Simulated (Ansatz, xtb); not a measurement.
**C4H11B: which of two isomers lies lower**

We compare a, `BC(C)(C)C`, a singlet, with b, `BCC(C)C`, a singlet. Both are isolated molecules in the gas phase, relaxed with r2SCAN-D4/def2-SVP; the shapes shown needn't be the lowest conformers.

a (Å):

```csv
atom,x (Å),y (Å),z (Å)
C,0.5825,-0.1363,0.5714
C,1.0843,-1.5654,0.8047
C,-0.8461,-0.1899,-0.0481
C,1.5163,0.6190,-0.3804
B,0.1914,0.6441,1.8673
H,0.1589,1.8552,1.8664
H,-0.1988,0.0476,2.8471
H,0.4055,-2.1304,1.4634
H,2.0813,-1.5659,1.2753
H,1.1698,-2.1171,-0.1492
H,-1.5621,-0.7369,0.5879
H,-1.2556,0.8135,-0.2529
H,-0.7916,-0.7245,-1.0141
H,2.5306,0.7065,0.0426
H,1.1509,1.6388,-0.5815
H,1.6069,0.0933,-1.3483
```

b (Å):

| atom | x (Å) | y (Å) | z (Å) |
| --- | --- | --- | --- |
| C | 0.7756 | -0.4076 | 1.5058 |
| C | 0.4392 | -0.4038 | 0.0087 |
| C | -0.2930 | 0.8850 | -0.3671 |
| C | 1.6857 | -0.5968 | -0.8547 |
| B | -0.3792 | -0.5056 | 2.5392 |
| H | -0.1763 | -0.2692 | 3.7091 |
| H | -1.4790 | -0.9006 | 2.2147 |
| H | 1.3396 | -1.3382 | 1.7672 |
| H | 1.4984 | 0.3943 | 1.7541 |
| H | -0.2481 | -1.2511 | -0.1813 |
| H | -1.2158 | 1.0092 | 0.2238 |
| H | -0.5720 | 0.8968 | -1.4331 |
| H | 0.3464 | 1.7656 | -0.1794 |
| H | 2.4055 | 0.2238 | -0.6889 |
| H | 1.4370 | -0.6087 | -1.9285 |
| H | 2.1997 | -1.5426 | -0.6170 |

**Question.** Estimate E(b) − E(a) at the level CCSD(T)/def2-SVP + ΔMP2/def2-TZVPP.

**Answer.** Too close to call at this level: CCSD(T)/def2-SVP + ΔMP2/def2-TZVPP gives E(b) − E(a) = −0.061 eV.

The same difference at several levels:

```csv
level,geometry,E(b) − E(a) (eV),departure from the last row (eV),"job, with rough time for the two"
GFN2-xTB,GFN2-xTB,−0.112,−0.050,"optimisation, 0.17 s"
HF/STO-3G,GFN2-xTB,−0.126,−0.065,"single point, 0.34 s"
r2SCAN-D4/def2-SVP//GFN2-xTB,GFN2-xTB,−0.127,−0.066,"single point, 2.4 s"
r2SCAN-D4/def2-SVP,r2SCAN-D4/def2-SVP,−0.110,−0.048,"optimisation, 23 s"
HF/def2-SVP,r2SCAN-D4/def2-SVP,−0.186,−0.124,part of the CCSD(T) run
MP2/def2-SVP,r2SCAN-D4/def2-SVP,−0.076,−0.014,part of the CCSD(T) run
CCSD(T)/def2-SVP,r2SCAN-D4/def2-SVP,−0.092,−0.031,single point
CCSD(T)/def2-SVP + ΔMP2/def2-TZVPP,r2SCAN-D4/def2-SVP,−0.061,,"single point, 28 s"
```

As drawn, both hold the same kinds of bond in the same numbers. Structure a has 3 methyl groups, b 2.

The largest departure from CCSD(T)/def2-SVP + ΔMP2/def2-TZVPP is that of HF/def2-SVP, 0.124 eV. The last row adds to CCSD(T) the change of the MP2 difference between the two basis sets, here +0.031 eV.

With thermal terms from frequencies at re-optimised GFN2-xTB minima (ideal gas, soft modes damped towards free rotors, one conformer each, 298.15 K, 1 atm): the zero-point term adds +0.002 eV; ΔH is −0.065 and ΔG −0.064 eV.

The correlated steps freeze 5 core orbitals. Run with Ansatz 0.2.0, xtb 6.7.1; the last row on 2 threads of Intel(R) Xeon(R) 6975P-C (Granite Rapids) on a shared host.
